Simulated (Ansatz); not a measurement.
Start from `OB(Cl)Cl` and change one atom or group to get `ClBCl`.

Ansatz, PBE0-D4/def2-TZVP geometries, multiplicity 1. Each molecule was computed in one conformer, which needn't be the lowest.

```csv
property,`OB(Cl)Cl`
size of the dipole moment (PBE/def2-TZVPP) / D,1.75
HOMO energy (PBE0/def2-TZVPP) / eV,-9.08
size of the dipole moment (B3LYP/def2-TZVPP) / D,1.77
LUMO energy (ωB97M-V/def2-TZVPP) / eV,1.80
"ideal-gas entropy at 298 K and 1 bar (rigid rotor, harmonic PBE0-D4/def2-TZVP) / J/(mol·K)",296
HOMO energy (B3LYP/def2-TZVPP) / eV,-8.79
```

**Question.** What does the change do to each property? (Estimate.)

**Answer.** The calculation gave: 
```json
{"property": "size of the dipole moment (PBE/def2-TZVPP) / D", "`ClBCl`": "0.33", "shift": "-1.42"}
{"property": "HOMO energy (PBE0/def2-TZVPP) / eV", "`ClBCl`": "-9.25", "shift": "-0.17"}
{"property": "size of the dipole moment (B3LYP/def2-TZVPP) / D", "`ClBCl`": "0.44", "shift": "-1.33"}
{"property": "LUMO energy (ωB97M-V/def2-TZVPP) / eV", "`ClBCl`": "0.37", "shift": "-1.43"}
{"property": "ideal-gas entropy at 298 K and 1 bar (rigid rotor, harmonic PBE0-D4/def2-TZVP) / J/(mol·K)", "`ClBCl`": "268", "shift": "-28"}
{"property": "HOMO energy (B3LYP/def2-TZVPP) / eV", "`ClBCl`": "-9.00", "shift": "-0.21"}
```

With PBE0 the HOMO falls by 0.17 eV and the LUMO falls by 1.36 eV, so the gap narrows by about 1.19 eV. PBE moves the HOMO by -0.20 eV and ωB97M-V by -0.16 eV. The zero-point energy changes by -17.9 kJ/mol with -3 modes. Dipoles are sizes alone; their direction can turn.

B3LYP here is the variant with VWN-RPA as its local correlation; programs differ in this.
